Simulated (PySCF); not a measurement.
# A small calculation by hand: entropy of an ideal gas

CHBrClF, SMILES F[C@H](Cl)Br.

Geometry: B3LYP-D3(BJ)/def2-SVP.

B3LYP-D3(BJ)/def2-SVP (PySCF) gives the harmonic wavenumbers 220, 309, 424, 648, 761, 1141, 1207, 1331, 3146 cm⁻¹ and the rotational temperatures 0.3064, 0.0939, 0.0741 K. The molar mass is 147.37 g/mol, the symmetry number 1, the spin multiplicity 1.

Work out the entropy at 298.15 K and 1 atm in the rigid-rotor, harmonic-oscillator model.


Translation (Sackur–Tetrode at 1 atm): S = R[1.5 ln M + 2.5 ln T − 1.16487] = 171.0 J/(mol K).
Rotation: q = (√π/σ) T^1.5/√(θA θB θC) = 198000, S = R[ln q + 3/2] = 113.9 J/(mol K).
Vibration: with u = 1.4388 ν/T, each mode gives R[u/(e^u − 1) − ln(1 − e^−u)]:
```tsv
ν (cm⁻¹)	modes	u	S (J/(mol K))
220	1	1.06	8.20
309	1	1.49	5.72
424	1	2.05	3.68
648	1	3.13	1.57
761	1	3.67	1.01
1141	1	5.51	0.22
1207	1	5.82	0.17
1331	1	6.42	0.10
```
The stiffer modes add less than 0.005 each. Sum 20.7 J/(mol K).
Spin: R ln 1 = 0.0 J/(mol K).
Total 305.5 J/(mol K); the program's own thermochemistry gives 305.5. Translation makes up 56 % and vibration 7 %. Anharmonicity, hindered rotation and orbital degeneracy are left out.
